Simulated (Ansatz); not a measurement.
## [GeH5]− (SMILES [H][Ge-]([H])([H])([H])[H]): methods side by side

The species is [GeH5]− (6 atoms), meant as a singlet with charge -1. SMILES: `[H][Ge-]([H])([H])([H])[H]`. Geometry: a GFN2-xTB relaxation, a rough one for these elements and not checked as a minimum.

```xyz
6

Ge    0.0002   -0.0010    0.0066
H    -0.0235   -0.0057    1.7687
H     0.0220    0.0095   -1.7749
H     1.5149    0.0110    0.0157
H    -0.7670    1.3041    0.0001
H    -0.7465   -1.3178   -0.0161
```

Each level gives the energy change with the Ge1–H6 bond stretched from 1.514 to 3.028 Å (eV). The values are calculated.

```
                     level                    kind  program  value (eV)  less FCI/STO-3G
 SVWN5/STO-3G (restricted)                     LDA   Ansatz        3.45            -0.22
   PBE/STO-3G (restricted)                     GGA   Ansatz        3.27            -0.40
r2SCAN/STO-3G (restricted)                meta-GGA   Ansatz        3.66            -0.01
 BHLYP/STO-3G (restricted)           global hybrid   Ansatz        4.69            +1.02
 wB97X/STO-3G (restricted)  range-separated hybrid   Ansatz        4.52            +0.85
   MP2/STO-3G (restricted)     perturbation theory   Ansatz        4.58            +0.91
 CCSDT/STO-3G (restricted)   coupled cluster or CI   Ansatz        3.66            -0.01
CCSDTQ/STO-3G (restricted)   coupled cluster or CI   Ansatz        3.67             0.00
                FCI/STO-3G      exact in the basis   Ansatz        3.67             0.00
```

FCI/STO-3G is exact within its basis and frozen core, so for wave-function methods in that basis the difference is their error; functionals converge differently with the basis, so for them it is only a difference. All-electron rows without a relativistic Hamiltonian named are non-relativistic. Sets without diffuse functions describe the anion poorly. The first shape isn't each level's own minimum. The values span 3.27 to 4.69 eV. All rows use very small basis sets, so none should be taken for the real molecule's value. In the correlated wave-function rows the outer d shell of Ge is correlated, in sets not made for it.
